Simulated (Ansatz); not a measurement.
Zn2F2⁺. Total charge 1; quartet. Geometry PBE0-D4/def2-SVP; atoms count from 1.

| atom | x (Å) | y (Å) | z (Å) |
| --- | --- | --- | --- |
| Zn1 | 0.968 | 0.014 | -1.637 |
| Zn2 | -0.967 | -0.014 | 1.637 |
| F3 | -0.821 | -0.213 | -0.487 |
| F4 | 0.820 | 0.213 | 0.486 |

In the quartet, F3 and F4 lie 1.96 Å apart (atoms count from 1), so these atoms are partly bonded to each other. At PBE0-D4/def2-TZVP a doublet of charge 1 lies 4.02 eV below the quartet, each at its own geometry. The structure comes from a short search, and lower isomers may exist.

(1) Estimate the Mulliken populations from the PBE0/def2-TZVP orbitals of Ansatz.

(2) Where does the spin sit?

(3) And the Mayer bond orders between heavy atoms (over 0.3)?

Results:

(1) 
```tsv
atom	charge (e)	spin (α − β)	d electrons
Zn1	0.76	0.97	10.03
Zn2	0.76	0.97	10.03
F3	-0.26	0.53	–
F4	-0.26	0.53	–
```
Mulliken values depend strongly on the basis.

(2) Summed by element: Zn 1.94, F 1.06, of 3 unpaired in all. Largest on single atoms: Zn1 0.97, Zn2 0.97, F3 0.53.

(3) F3–F4 0.42 (1.96 Å).
